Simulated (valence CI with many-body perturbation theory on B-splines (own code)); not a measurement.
**Tb52+: calculated level list**

Level of theory: valence CI with perturbative core correlation (CI+MBPT): three valence electrons over a frozen Dirac-Fock core [Ne], a basis of 11 s, 11 p, 10 d, 8 f, 5 g, 2 h functions for each j, with the one-electron correlation potential Σ1, the two-electron term Σ2, the three-electron term Σ3, Breit, model QED; selected CI, second order for the rest, scaled by the run's own slope (own B-spline code, finite nucleus).

No measured spectrum was set against this ion. As an estimate, large intervals hold to a few tenths of a per cent, small ones and those within an open d or f shell to about a per cent.

Levels 136 to 157 of 157, with energies above the lowest level, (3s^2 3p1/2) J=1/2. "Leading %" is the weight of the configuration and term that name the level; weights of strongly mixed levels are sums over their largest components and can fall short, so below about 35 % the name and the second component can differ from the true leading terms, or belong to a minority configuration. In the jj column 3d3/2^4 stands for four electrons in 3d with j = 3/2. Lifetimes count E1, E2, E3, M1 and M2 decay at the calculated energies, and are blank where another channel may lead or the interval is too uncertain; long ones can be off by a factor of two.

```tsv
No.	Configuration	Term	J	E (Ry)	Leading %	Second component	Leading jj	Lifetime
136	3d3	4P	5/2	109.38	46	34 % 3d3 2D	3d3/2^2 3d5/2 (88 %)	684 fs
137	3d3	4F	7/2	110.32	60	38 % 3d3 2G	3d3/2 3d5/2^2 (97 %)	1.05 ps
138	3d3	4F	9/2	110.55	52	42 % 3d3 2H	3d3/2 3d5/2^2 (96 %)	1.17 ps
139	3d3	4P	3/2	111.08	41	40 % 3d3 2D	3d3/2 3d5/2^2 (99 %)	975 fs
140	3d3	2H	11/2	111.16	100		3d3/2 3d5/2^2 (100 %)	1.40 ps
141	3d3	2P	1/2	111.31	60	39 % 3d3 4P	3d3/2 3d5/2^2 (99 %)	931 fs
142	3d3	2D	5/2	111.44	48	27 % 3d3 4P	3d3/2 3d5/2^2 (88 %)	910 fs
143	3d3	2F	5/2	111.91	42	41 % 3d3 2D	3d3/2 3d5/2^2 (96 %)	1.07 ps
144	3d3	2F	7/2	111.98	83	15 % 3d3 2G	3d3/2 3d5/2^2 (97 %)	1.12 ps
145	3d3	2D	3/2	113.38	66	26 % 3d3 2P	3d3/2 3d5/2^2 (85 %)	1.04 ps
146	3d3	2G	9/2	113.87	52	33 % 3d3 4F	3d5/2^3 (97 %)	2.22 ps
147	3d3	2D	3/2	115.09	56	32 % 3d3 2P	3d5/2^3 (86 %)	1.68 ps
148	3d3	2D	5/2	115.80	63	22 % 3d3 2F	3d5/2^3 (93 %)	1.67 ps
149	3s2 4s	2S	1/2	160.07	98		3s^2 4s (98 %)	30.3 fs
150	3s2 4p	2P°	1/2	164.58	98		3s^2 4p1/2 (98 %)	123 fs
151	3s 3p 4s	4P°	1/2	168.61	86	11 % 3s 3p 4s 2P°	3s 3p1/2 4s (99 %)	36.9 fs
152	3s 3p 4s	4P°	3/2	169.14	50	32 % 3s 3p 4s 2P°	3s 3p1/2 4s (81 %)	38.6 fs
153	3s 3p 4s	2P°	1/2	170.12	94	6 % 3s 3p 4s 4P°	3s 3p1/2 4s (98 %)	41.1 fs
154	3s2 4p	2P°	3/2	170.72	80	14 % 3s 3p 4s 4P°	3s^2 4p3/2 (80 %)	97.3 fs
155	3s 3p 4p	4D	1/2	172.78	71	20 % 3s 3p 4p 2P	3s 3p1/2 4p1/2 (99 %)	56.8 fs
156	3s 3p 4p	4D	3/2	173.50	40	29 % 3s 3p 4p 2D	3s 3p1/2 4p1/2 (94 %)	24.3 fs
157	3s 3p 4p	4P	1/2	174.51	50	28 % 3s 3p 4p 2S	3s 3p1/2 4p1/2 (98 %)	55.7 fs
```
